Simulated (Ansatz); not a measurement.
(1) Predict a relaxed structure of NiF₂, charge 0, triplet, at PBE-D4/def2-TZVP (Ansatz).

Answers

(1) 
Cartesian coordinates in Å:
```
Ni 0.000 0.000 0.000
F -0.259 -0.631 1.569
F 0.259 0.631 -1.569
```
Point group D∞h (tolerance 0.1 Å). The metal has 2 neighbours: F 1.71 Å, F 1.71 Å. This is one stationary point.
